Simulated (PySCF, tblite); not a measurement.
Parent: `[cH:1]1[cH:2][p-:3][cH:4][p:5]1` (charge -1), [C3H3P2]-.

Structures optimised with GFN2-xTB, isolated species. One conformer each, not checked by frequencies here.

```
coordinate of the parent    value
                   C1–C2  1.369 Å
                   C2–P3  1.744 Å
                   P3–C4  1.727 Å
                   C4–P5  1.727 Å
                   C1–P5  1.744 Å
                C2–C1–P5   117.4°
                C1–C2–P3   117.4°
                C2–P3–C4    93.2°
                P3–C4–P5   118.8°
                C1–P5–C4    93.2°
```

How does the shared frame change in `[CH3:1][C:2]([CH3:3])([CH3:4])[c:5]1[cH:6][p-:7][cH:8][p:9]1` (charge -1), [C7H11P2]-? Atoms pair as C1 = C5, C2 = C6, P3 = P7, C4 = C8, P5 = P9 (parent first).

```
  parent  relative  value in the relative  change
   C1–C2     C5–C6                1.371 Å  +0.002
   C2–P3     C6–P7                1.745 Å  +0.001
   P3–C4     P7–C8                1.725 Å  -0.002
   C4–P5     C8–P9                1.724 Å  -0.003
   C1–P5     C5–P9                1.766 Å  +0.022
C2–C1–P5  C6–C5–P9                 115.4°    -2.0
C1–C2–P3  C5–C6–P7                 118.6°    +1.2
C2–P3–C4  C6–P7–C8                  93.2°     0.0
P3–C4–P5  P7–C8–P9                 118.7°    -0.1
C1–P5–C4  C5–P9–C8                  94.0°    +0.8
```

Of the parent's bonds, C1–P5 changes most (+0.022 Å). Bonds of the relative outside the shared frame: C1–C2 1.531, C2–C3 1.533, C2–C4 1.533, C2–C5 1.518 Å. Point group C2v → Cs.

How does the shared frame change in `[CH3:1][c:2]1[p:3][cH:4][cH:5][p-:6]1` (charge -1), [C4H5P2]-? Atoms pair as C1 = C4, C2 = C5, P3 = P6, C4 = C2, P5 = P3 (parent first).

| parent | relative | value in the relative | change |
| --- | --- | --- | --- |
| C1–C2 | C4–C5 | 1.366 Å | -0.003 |
| C2–P3 | C5–P6 | 1.744 Å | 0.000 |
| P3–C4 | P6–C2 | 1.742 Å | +0.015 |
| C4–P5 | C2–P3 | 1.740 Å | +0.013 |
| C1–P5 | C4–P3 | 1.744 Å | 0.000 |
| C2–C1–P5 | C5–C4–P3 | 117.3° | -0.1 |
| C1–C2–P3 | C4–C5–P6 | 117.6° | +0.2 |
| C2–P3–C4 | C5–P6–C2 | 93.8° | +0.6 |
| P3–C4–P5 | P6–C2–P3 | 117.4° | -1.4 |
| C1–P5–C4 | C4–P3–C2 | 93.9° | +0.7 |

Of the parent's bonds, P3–C4 changes most (+0.015 Å). Bonds of the relative outside the shared frame: C1–C2 1.506 Å. Point group C2v → Cs.

How does the shared frame change in `[CH3:1][CH:2]([CH3:3])[c:4]1[p:5][cH:6][cH:7][p-:8]1` (charge -1) with C1–C2–C4–P5 -61°, [C6H9P2]-? Atoms pair as C1 = C6, C2 = C7, P3 = P8, C4 = C4, P5 = P5 (parent first).

```tsv
parent	relative	value in the relative	change
C1–C2	C6–C7	1.367 Å	-0.002
C2–P3	C7–P8	1.743 Å	-0.001
P3–C4	P8–C4	1.740 Å	+0.013
C4–P5	C4–P5	1.743 Å	+0.016
C1–P5	C6–P5	1.743 Å	-0.001
C2–C1–P5	C7–C6–P5	117.7°	+0.3
C1–C2–P3	C6–C7–P8	117.3°	-0.1
C2–P3–C4	C7–P8–C4	93.9°	+0.7
P3–C4–P5	P8–C4–P5	117.4°	-1.4
C1–P5–C4	C6–P5–C4	93.7°	+0.5
```

Of the parent's bonds, C4–P5 changes most (+0.016 Å). Bonds of the relative outside the shared frame: C1–C2 1.528, C2–C3 1.528, C2–C4 1.507 Å. Point group C2v → Cs.

The numbers are calculated, not measured.
